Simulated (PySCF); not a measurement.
Correlation energy of K⁸⁺ (potassium, charge +8)

[Ne] 3s1, 2S determinant. All numbers are calculated (PySCF 2.14, scalar relativity by spin-free X2C-1e, in an uncontracted even-tempered set (19 s from 0.32 bohr⁻², ratio 2.5; 12 p from 0.42 bohr⁻², ratio 2.5; 5 d from 1.9 bohr⁻², ratio 2.7; 5 f from 2.9 bohr⁻², ratio 2.7)). Frozen: 1s2; 9 electrons correlated; the 22 highest virtual orbitals of each spin left out.

| level | correlation energy (mhartree) |
| --- | --- |
| CCSD | -308.52 |
| (T) | -0.94 |
| CCSD(T) | -309.46 |

Diagnostics: T1 = 0.00092, D1 = 0.0034, largest double amplitude 0.006.

Problem. Is a single reference adequate?

Solution. Yes, within this model without spin-orbit coupling: T1 lies below 0.03 and no double amplitude reaches 0.07.
